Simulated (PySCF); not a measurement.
Frontier orbitals and the lowest excitations

Species: C5H9FS2.
Atom-mapped SMILES: `[CH3:1][C@@H:2]1[CH2:3][C@@H:4]([F:5])[CH2:6][S:7][S:8]1` (hydrogens: H9, H10, H11 on C1; H12 on C2; H13, H14 on C3; H15 on C4; H16, H17 on C6)

Level of theory: TDDFT B3LYP/def2-SVPD, vertical, gas phase, core orbitals frozen in the response (PySCF 2.14.0, density-fitted response routines). The structure is a single PBE0-D3(BJ)/def2-SVP conformer in the gas phase; no vibrational or solvent corrections.

Kohn–Sham orbitals with the atoms that hold most of them (Löwdin shares over 4%, at most four atoms; ? is withheld):

| orbital | ε (eV) | atoms |
| --- | --- | --- |
| HOMO-3 | -9.31 | S8 38%, C2 10%, C1 8%, S7 8% |
| HOMO-2 | -8.81 | S7 22%, S8 15%, C2 10%, C3 9% |
| HOMO-1 | -7.38 | ? |
| HOMO | -6.37 | S8 42%, S7 39%, C6 6%, C2 5% |
| LUMO | ? | ? |
| LUMO+1 | 0.15 | S8 20%, S7 12%, H12 10%, C1 9% |
| LUMO+2 | 0.20 | S7 34%, S8 28%, C6 9%, C2 8% |

(1) Give the leading atoms of the LUMO.

(2) Which atoms hold the HOMO-1, and with what shares?

(3) What is the LUMO energy, and the HOMO–LUMO gap?

## Answers

(1) S8 (bonded to C and S) 42%; S7 (bonded to C and S) 42%; C6 (bonded to C, S and 2 H) 4%. By element: sulfur 84%, carbon 4% or more.

(2) S8 (bonded to C and S) 37%; S7 (bonded to C and S) 35%; C6 (bonded to C, S and 2 H) 8%; C2 (bonded to 2 C, S and H) 6%. By element: sulfur 72%, carbon 14% or more.

(3) ε(LUMO) = -1.08 eV; the gap is 5.29 eV (0.1943 hartree).

Task: The HOMO–LUMO gap is 5.29 eV. Where does the response calculation put the lowest singlet, and from which orbitals?

Result: S1 is at 4.10 eV (f = 0.0072), 1.19 eV below the gap, made of HOMO→LUMO (98%). 

Task: One configuration dominates each of S1, S2 and S4. Which, and how do the shares of the two leading atoms of either orbital change from the occupied to the empty one?

Result: 
- S1 (4.10 eV, f 0.0072), HOMO→LUMO (98%): S8 42% → 42%, S7 39% → 42%
- S2 (5.10 eV, f 0.0012), HOMO-1→LUMO (93%): S8 37% → 42%, S7 35% → 42%
- S4 (5.73 eV, f 0.011), HOMO→LUMO+1 (82%): S8 42% → 20%, S7 39% → 12%

Hardware: an Arm Neoverse N1 with one thread, shared host with 32 logical CPUs at a one-minute load of 22. Cost: 90 s wall, 1.0 GiB resident at most.
